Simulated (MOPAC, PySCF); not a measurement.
C5H12, SMILES `C(CC)CC` (C–C–C–C torsion -180°, C–C–C–C torsion -180°), neutral singlet in the gas phase. 

Cartesian coordinates (Å):
SMILES: CCCCC
```xyz
17

C     -2.5269    -0.0609     0.5076
C     -1.3034    -0.3370    -0.3670
C      0.0149     0.1277     0.2591
C      1.2471    -0.1441    -0.6090
C      2.5575     0.3236     0.0253
H     -2.6390     1.0244     0.7131
H     -3.4641    -0.4082     0.0277
H     -2.4445    -0.5731     1.4892
H     -1.4303     0.1579    -1.3559
H     -1.2375    -1.4262    -0.5863
H      0.1462    -0.3668     1.2490
H     -0.0467     1.2183     0.4788
H      1.1117     0.3502    -1.5971
H      1.3045    -1.2340    -0.8274
H      2.7375    -0.1813     0.9976
H      2.5431     1.4163     0.2215
H      3.4296     0.1131    -0.6263
```
Charge 0, spin multiplicity 1.

All levels are single points at this geometry (PBE-D3(BJ)/def2-SVP); Pople sets use spherical d functions. Orbital energies aren't observables, and empty levels follow the basis.

| level | HOMO (eV) | LUMO (eV) | gap (eV) | dipole (D) | vertical IE, Delta-SCF (eV) |
|---|---|---|---|---|---|
| PBE-D3(BJ)/def2-TZVP in PySCF | -7.48 | 0.42 | 7.89 | 0.09 | 10.27 |
| B3LYP/6-31G* in PySCF | -8.51 | 2.51 | 11.02 | 0.05 | 10.79 |
| PBE/6-31G* in PySCF | -7.31 | 1.90 | 9.21 | 0.05 | 10.16 |
| HF/STO-3G in PySCF | -11.10 | 15.57 | 26.66 | 0.02 | – |
| AM1 in MOPAC | -11.10 | 3.69 | 14.79 | 0.01 | – |
| PM6 in MOPAC | -10.94 | 4.23 | 15.17 | 0.09 | – |
